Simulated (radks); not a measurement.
All-electron atom: Cl II in [Ne] 3s1 3p5 (not the ground configuration).

Method: scalar-relativistic Kohn-Sham, PBE, spin-unpolarised, spherical densities, finite nucleus; Fermi nuclear charge, rms radius 3.3654 fm; computed with a radial shooting solver on a logarithmic mesh with Libxc functionals.

Energy parts (eV):
| part | energy |
|---|---|
| total | -12529.642 |
| kinetic | 12586.646 |
| electron-nucleus | -29681.073 |
| Hartree | 5317.318 |
| exchange-correlation | -752.533 |

Orbitals (lengths in bohr, moments of r in powers of bohr; r(max) is where P^2 peaks):
| orbital | occ. | eigenvalue (eV) | r(max) |
|---|---|---|---|
| 1s | 2 | -2765.716 | 0.05946 |
| 2s | 2 | -266.8389 | 0.3617 |
| 2p | 6 | -205.7825 | 0.3017 |
| 3s | 1 | -32.7342 | 1.264 |
| 3p | 5 | -19.9849 | 1.383 |

The highest occupied level is 3p at -19.985 eV. The electron density at the nucleus is 3593 e/bohr^3 (large components only).
